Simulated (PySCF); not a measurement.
# SbBr and its ions

r²SCAN; basis Sb def2-TZVPPD with ECP28, Br def2-TZVPPD; scalar-relativistic core potentials; PySCF 2.14. Neutral (UKS): triplet (π ↑↑), Re = 2.494 Å, ωe = 258 cm⁻¹, De = 2.92 eV, HOMO -5.64 eV, LUMO -3.46 eV.

SbBr⁺ (UKS): doublet (π ↑), Re = 2.386 Å, ωe = 311 cm⁻¹, De = 3.59 eV to Sb⁺ + Br. The energies at the minima are -2814.51030 hartree for SbBr and -2814.19804 for SbBr⁺.

Problem. Work out the adiabatic ionisation energy, without and with harmonic zero-point energies (1 hartree = 27.2114 eV, 1 eV = 8065.5 cm⁻¹), and the change of the bond length.

Solution. At r²SCAN: 0.31226 hartree = 8.497 eV between the minima; the zero-point term (311.0 − 258.0)/2 cm⁻¹ = +0.003 eV makes it 8.500 eV. Re changes by -10.8 pm against the neutral. The electron leaves a π orbital, and the shorter bond of the ion fits an antibonding orbital, or a change in how ionic the bond is.

SbBr⁻ (UKS): doublet (π ↑), Re = 2.640 Å, ωe = 198 cm⁻¹, De = 0.69 eV to Sb + Br⁻. The energies at the minima are -2814.51030 hartree for SbBr and -2814.55779 for SbBr⁻.

Problem. Work out the adiabatic electron affinity, without and with harmonic zero-point energies (1 hartree = 27.2114 eV, 1 eV = 8065.5 cm⁻¹), and the change of the bond length.

Solution. At r²SCAN: 0.04749 hartree = 1.292 eV between the minima; the zero-point term (258.0 − 198.0)/2 cm⁻¹ = +0.004 eV makes it 1.296 eV. Re changes by +14.6 pm against the neutral. The electron enters a π orbital, and the longer bond of the ion fits an antibonding orbital, or a change in how ionic the bond is.

Spin–orbit coupling is left out, which matters for elements this heavy, above all for dissociation energies. For an ion De counts to the pair picked by the measured ionisation energies or electron affinities, which need not be the lowest pair at this level. The highest Kohn–Sham level is positive in this anion. Much of that is self-interaction error, but it also means that the finite basis helps to hold the extra electron. States were picked by a PBE0 search and need not be the measured ground states.
